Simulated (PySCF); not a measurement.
`C[Si@@H]1C[C@H]1F`, C3H7FSi

Molfile (atoms numbered from 1):
```
C3H7FSi
     RDKit          3D

 12 12  0  0  0  0  0  0  0  0999 V2000
    1.8517   -0.0653    0.5121 C   0  0  0  0  0  0  0  0  0  0  0  0
    0.3297   -0.3741   -0.5627 Si  0  0  2  0  0  4  0  0  0  0  0  0
   -1.1024    0.8561   -0.5105 C   0  0  0  0  0  0  0  0  0  0  0  0
   -1.3679   -0.4282    0.2849 C   0  0  1  0  0  0  0  0  0  0  0  0
   -2.3691   -1.2242   -0.2241 F   0  0  0  0  0  0  0  0  0  0  0  0
    2.6142    0.4698   -0.0453 H   0  0  0  0  0  0  0  0  0  0  0  0
    1.6023    0.5251    1.3887 H   0  0  0  0  0  0  0  0  0  0  0  0
    2.2895   -0.9996    0.8504 H   0  0  0  0  0  0  0  0  0  0  0  0
    0.4812   -1.1707   -1.7675 H   0  0  0  0  0  0  0  0  0  0  0  0
   -1.0624    1.7655    0.0733 H   0  0  0  0  0  0  0  0  0  0  0  0
   -1.7344    0.9738   -1.3794 H   0  0  0  0  0  0  0  0  0  0  0  0
   -1.5312   -0.3288    1.3540 H   0  0  0  0  0  0  0  0  0  0  0  0
  1  2  1  0
  2  3  1  0
  3  4  1  0
  4  5  1  0
  4  2  1  0
  1  6  1  0
  1  7  1  0
  1  8  1  0
  2  9  1  6
  3 10  1  0
  3 11  1  0
  4 12  1  1
M  END
```

Level of theory: PySCF, TDDFT BHandHLYP/aug-cc-pVDZ circular dichroism and optical rotation, one conformer, gas phase. Geometry: GFN2-xTB.

Question: Draw the ECD and absorption spectra from the lowest 12 states, each a Gaussian of half-width 0.35 eV at 1/e height.

Answer: 
```tsv
E (eV)	λ (nm)	Δε (L mol⁻¹ cm⁻¹)	ε (L mol⁻¹ cm⁻¹)
5.62	221	+1.11	120
5.72	217	+2.34	318
5.82	213	+4.11	737
5.92	210	+5.89	1490
6.02	206	+6.68	2610
6.12	203	+5.53	3960
6.22	199	+2.36	5200
6.32	196	-1.83	5880
6.42	193	-5.62	5760
6.52	190	-8.30	4950
6.62	187	-10.27	3880
6.72	185	-12.31	2970
6.82	182	-14.53	2440
6.92	179	-16.10	2270
7.02	177	-15.80	2320
7.12	174	-12.95	2550
7.22	172	-7.79	3020
7.32	169	-1.42	3770
7.42	167	+4.59	4710
7.52	165	+8.69	5550
```
Δε uses R in velocity form, ε uses f in length form. Only the states computed contribute, so the short-wavelength end is incomplete.
